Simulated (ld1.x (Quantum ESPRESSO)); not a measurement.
Varying the PAW potential for nickel (Ni)

Base potential:

nickel, PAW, made with ld1.x (Quantum ESPRESSO) 7.5 (PBE, scalar-relativistic). Core [Ne], reference 3s2 3p6 3d8 4s1 4p1. Waves: 3s (bound): rcut 1.00, rcutus 1.15 bohr; 4s (bound): rcut 1.00, rcutus 1.15 bohr; 3p (bound): rcut 1.55, rcutus 1.70 bohr; 4p (bound): rcut 1.55, rcutus 1.70 bohr; 3d (bound): rcut 1.35, rcutus 1.75 bohr; 3d channel at 1.75 Ry: rcut 1.35, rcutus 1.75 bohr. Local part: all-electron potential smoothed inside 0.95 bohr (lloc = -1). Core correction: Bessel-smoothed model core inside 0.75 bohr. Augmentation charge: BESSEL, radius 0.70 bohr.

All-electron outer shells of the reference configuration (PBE, scalar-relativistic, ld1.x):

| shell | level (eV) | outermost node (bohr) | outermost maximum (bohr) |
| --- | --- | --- | --- |
| 2s | -983.71 | 0.07 | 0.21 |
| 2p | -846.57 | – | 0.16 |
| 3s | -113.04 | 0.30 | 0.64 |
| 3p | -73.38 | 0.27 | 0.65 |
| 3d | -10.81 | – | 0.63 |
| 4s | -6.88 | 0.92 | 2.18 |
| 4p | -2.11 | 1.00 | 3.02 |

Cutoffs, loose and tight: the cutoffs (Ry, on a coarse ladder) from which the occupation-weighted sum of valence levels, in a spherical-Bessel basis at the reference potential, stays within 10 and 1 mRy of its value at 400 Ry. They do not see the model core or the augmentation charge, which bear on the density cutoff. Test errors are all-electron minus pseudo excitation energies from the reference, over the configurations 3s2 3p6 3d8 4s2 4p0; 3s2 3p6 3d8 4s1 4p0; 3s2 3p6 3d8 4s0 4p0; 3s2 3p6 3d8 4s1.5 4p0; 3s2 3p6 3d8 4s0 4p1; 3s2 3p6 3d6 4s0 4p0; 3s1 3p6 3d8 4s2 4p0. A dash means not determined; rows that change the core or the reference have their own tests.

Cutoffs are not given where the Bessel-basis levels miss the radial ones by over 6 mRy, ghosts where they miss by over 20 mRy; a channel whose overlap is not positive is not tested.

A file whose overlap is not positive is unfit for use, and its test errors describe a broken file.

```tsv
change	outcome	cutoff, loose	cutoff, tight	bound ghosts	largest test error (meV)
base	generated	50 Ry	80 Ry	none	-116
local potential all-electron potential smoothed inside 0.92 bohr (lloc = -1)	generated	50 Ry	80 Ry	none	-116
core [Ar], valence charge 10; reference 3d8 4s1 4p0; waves now 4s (bound): rcut 1.65, rcutus 2.00 bohr; 4s channel at 1.8 Ry: rcut 1.65, rcutus 2.00 bohr; 4p (bound): rcut 2.90, rcutus 3.35 bohr; 4p channel at 0.3 Ry: rcut 2.90, rcutus 3.35 bohr; 3d (bound): rcut 1.10, rcutus 1.45 bohr; 3d channel at 1.75 Ry: rcut 1.10, rcutus 1.45 bohr; local potential all-electron potential smoothed inside 1.55 bohr (lloc = -1); core correction Bessel-smoothed model core, default radius (core density twice the valence density); augmentation BESSEL, radius 1.15 bohr	generated, overlap not positive	–	–	not determined (overlap not positive)	-1296
core correction Bessel-smoothed model core inside 1.10 bohr	generated	50 Ry	80 Ry	none	-116
functional PBEsol	generated	50 Ry	80 Ry	none	-94
waves 3s (bound): rcut 0.86, rcutus 0.92 bohr; 4s (bound): rcut 0.86, rcutus 0.92 bohr	generated	55 Ry	80 Ry	none	-115
wave 3d channel at 1.75 Ry: rcut 1.35, rcutus 1.75 bohr becomes 3d channel at 3.41 Ry: rcut 1.35, rcutus 1.75 bohr	generated	50 Ry	80 Ry	none	-60
```

Question: What comes out with this change to the base: augmentation PSQ, inside the norm-conserving radii?

Answer: outcome: generated; cutoff, loose: 50 Ry; cutoff, tight: 80 Ry; bound ghosts: none; largest test error (meV): -72.

Question: What comes out with this change to the base: local potential all-electron potential smoothed inside 1.20 bohr (lloc = -1)?

Answer: outcome: generated, overlap not positive; bound ghosts: not determined (overlap not positive); largest test error (meV): -143. A file whose overlap is not positive is unfit for use, and its test errors describe a broken file.

Question: What comes out with this change to the base: waves 3p (bound): rcut 1.06, rcutus 1.12 bohr; 4p (bound): rcut 1.06, rcutus 1.12 bohr?

Answer: outcome: generated, overlap not positive; bound ghosts: not determined (overlap not positive); largest test error (meV): +59. A file whose overlap is not positive is unfit for use, and its test errors describe a broken file.
